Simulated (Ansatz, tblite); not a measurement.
Forces on GeH2Me(NHMe) (C2H9GeN) at its PBE0-D4/def2-SVP geometry. Charge 0, multiplicity 1.

The xTB rows come from tblite.

GFN1-xTB (tblite), largest force 1.20 eV/Å:

```xyz
13
positions Å, forces eV/Å
Ge   -0.324   -0.100    0.811   -0.781   -0.387    0.501
H    -1.590    0.758    1.013    0.611   -0.528   -0.090
H    -0.651   -1.554    1.256   -0.001    0.739   -0.190
C     1.190    0.580    1.827    0.009   -0.026    0.037
H     0.967    0.571    2.904    0.164    0.073   -0.217
H     1.418    1.611    1.521    0.041   -0.196    0.127
H     2.081   -0.043    1.657   -0.140    0.205    0.076
N     0.106    0.036   -0.970    0.624    0.308    0.174
C    -0.849   -0.331   -1.988   -0.785   -0.281   -0.867
H     1.044   -0.289   -1.186   -0.223   -0.025   -0.077
H    -1.040   -1.420   -2.089    0.183    0.326    0.163
H    -1.822    0.145   -1.777    0.226   -0.114    0.045
H    -0.530    0.038   -2.978    0.071   -0.095    0.317
```

GFN2-xTB (tblite), largest force 0.78 eV/Å:

```
Ge -0.464 -0.153 -0.144
H 0.354 -0.336 -0.124
H -0.037 0.362 -0.106
C 0.425 0.163 0.283
H 0.149 0.050 -0.408
H -0.023 -0.383 0.167
H -0.280 0.287 0.106
N -0.041 0.029 0.372
C -0.447 -0.118 -0.626
H -0.220 0.004 -0.073
H 0.162 0.333 0.124
H 0.385 -0.143 0.111
H 0.036 -0.096 0.317
```

PBE-D4/def2-TZVP (Ansatz), largest force 0.48 eV/Å:

```
Ge -0.114 -0.073 0.229
H -0.138 0.074 -0.005
H -0.047 -0.157 0.046
C 0.254 0.108 0.138
H 0.006 -0.001 -0.054
H -0.016 -0.052 0.018
H -0.043 0.028 0.011
N 0.271 0.285 -0.108
C -0.330 -0.143 -0.320
H 0.099 -0.073 -0.018
H 0.005 0.015 0.014
H 0.039 -0.008 0.013
H 0.014 -0.004 0.036
```
